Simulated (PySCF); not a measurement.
Gas-phase reaction: 2 AlBr3 + H2 ⇌ 3 Br2 + 2 AlH

Method: PySCF energies plus ideal-gas RRHO corrections (1 bar). 'Table' is the NASA 1993 thermochemical table (part measured, part estimated). After a fit of one offset per element over all species, the range-separated, M06-2X, PBE0/def2-QZVP and CCSD(T)/def2-TZVPP enthalpies, where run, lie to one side of the table for AlBr3 (-15 kJ/mol), AlH (-36 kJ/mol): a fault of the table's entry, another state or a shared error of the levels is possible; this was not checked at source. † marks an energy on the PBE0/def2-TZVP geometry and frequencies; other levels use their own. MP2 and CCSD(T) freeze the core. 6-31G* has spherical d functions here. All species are closed-shell singlets. B3LYP is the form with VWN-RPA correlation. Br: all electrons, no relativistic terms. MP2 isn't extrapolated to the basis-set limit; its ΔH°(298 K) is 1534.6 kJ in def2-SVP and 1526.1 kJ in def2-TZVPP. CCSD(T) isn't extrapolated to the basis-set limit; its ΔH°(298 K) is 1433.2 kJ in def2-SVP and 1432.8 kJ in def2-TZVPP. The harmonic model lacks anharmonicity and excited electronic states, which grow with temperature; levels with a mode under 35 cm⁻¹ are left out. Soft modes under 120 cm⁻¹ make the harmonic entropy rough for AlBr3. The table's entry may be an old estimate for AlBr3, AlH (not checked at source).

```json
[
 {"level": "table", "ΔH°(298 K), kJ": "1432.4", "minus table": "-", "ΔG°(1000 K), kJ": "1157.4"},
 {"level": "B3LYP/6-31G*", "ΔH°(298 K), kJ": "1345.7", "minus table": "-86.7", "ΔG°(1000 K), kJ": "1068.4"},
 {"level": "B3LYP/def2-TZVP†", "ΔH°(298 K), kJ": "1349.3", "minus table": "-83.1", "ΔG°(1000 K), kJ": "1074.3"},
 {"level": "CCSD(T)/def2-TZVPP†", "ΔH°(298 K), kJ": "1432.8", "minus table": "0.4", "ΔG°(1000 K), kJ": "1157.8"},
 {"level": "HF/6-31G*", "ΔH°(298 K), kJ": "1440.8", "minus table": "8.4", "ΔG°(1000 K), kJ": "1161.4"},
 {"level": "MP2/def2-TZVPP†", "ΔH°(298 K), kJ": "1526.1", "minus table": "93.7", "ΔG°(1000 K), kJ": "1251.1"},
 {"level": "PBE/def2-SVP", "ΔH°(298 K), kJ": "1376.2", "minus table": "-56.2", "ΔG°(1000 K), kJ": "1100.1"},
 {"level": "PBE0/def2-SVP†", "ΔH°(298 K), kJ": "1440.5", "minus table": "8.1", "ΔG°(1000 K), kJ": "1165.5"},
 {"level": "r2SCAN/def2-TZVP†", "ΔH°(298 K), kJ": "1488.1", "minus table": "55.7", "ΔG°(1000 K), kJ": "1213.1"},
 {"level": "LDA/def2-TZVP†", "ΔH°(298 K), kJ": "1423.0", "minus table": "-9.4", "ΔG°(1000 K), kJ": "1147.9"},
 {"level": "ωB97X-V/def2-TZVP†", "ΔH°(298 K), kJ": "1440.4", "minus table": "8.0", "ΔG°(1000 K), kJ": "1165.4"}
]
```
